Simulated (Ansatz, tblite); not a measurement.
Spin states of the cluster Na₂Te⁺ (the lowest doublet isomer of a short search), each relaxed with r2SCAN-D4/def2-TZVP in Ansatz. Electronic energies in the gas phase.

In the def2 sets Te takes a core potential; there is no spin–orbit coupling. The xTB rows come from tblite. HSE06 is defined as in plane-wave codes, on full-range PBE exchange. Correlated methods freeze 6 core orbitals; core or outer-core shells of Na, Te are correlated, in sets that lack core-valence functions. The structure comes from a short search, and lower isomers may exist.

Doublet geometry (C2v within 0.1 Å):

Cartesian coordinates in Å:
```
Na -1.664 1.414 -1.627
Na 1.871 -0.716 1.845
Te -0.207 -0.698 -0.218
```

Quartet geometry (D∞h within 0.1 Å):

```xyz
3

Na   -0.634    2.869    2.098
Na    0.635   -2.860   -2.109
Te   -0.002   -0.008    0.011
```

⟨S²⟩: doublet 0.75 at PBE0-D4/def2-TZVP (pure 0.75), quartet 3.75 at PBE0-D4/def2-TZVP (pure 3.75).

Run but left out: HF/def2-TZVPP, MP2/def2-TZVPP, CCSD/def2-TZVPP, CCSD(T)/def2-TZVPP (flagged by the program: other roots).

Only these spin states were relaxed.

```
               level  quartet − doublet (kJ/mol)  lowest of these
            GFN1-xTB                       501.1          doublet
        HF/def2-TZVP                       247.9          doublet
    PBE-D4/def2-TZVP                       253.8          doublet
r2SCANh-D4/def2-TZVP                       287.3          doublet
  HSE06-D4/def2-TZVP                       266.6          doublet
   ωB97M-V/def2-TZVP                       312.0          doublet
    B2PLYP/def2-TZVP                       288.4          doublet
   RPA@PBE/def2-TZVP                       261.9          doublet
```

The xTB methods have no term that favours high spin, so they put low spin too low.
